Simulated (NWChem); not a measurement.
Molecule: CH2ClF; SMILES C(F)Cl

```xyz
5

F      0.3892     1.5058     0.0000
C     -0.5715     0.5650     0.0000
Cl     0.1312    -1.0629     0.0000
H     -1.1851     0.6598     0.9078
H     -1.1851     0.6598    -0.9078
```
Atoms are numbered in this order, from 1.

Results from NWChem. Pople sets run with spherical d functions. All runs use the structure optimised with PBE0/def2-SVP. GIAO values for the isolated, static molecule; σ is the absolute isotropic shielding, δ = σ(reference) − σ with the isolated reference molecule computed at the same levels (13C: tetramethylsilane, 19F: trichlorofluoromethane, 1H: tetramethylsilane).

For level B3LYP/6-31G*:

```
Item         Value
----------  ------
δ F1 (ppm)  -170.1
δ C2 (ppm)    88.9
```

**Question.** Estimate the same quantities for level PBE0/pcSseg-1.

**Answer.** The δ F1 (ppm) is -182.9 and the δ C2 (ppm) is 94.8.
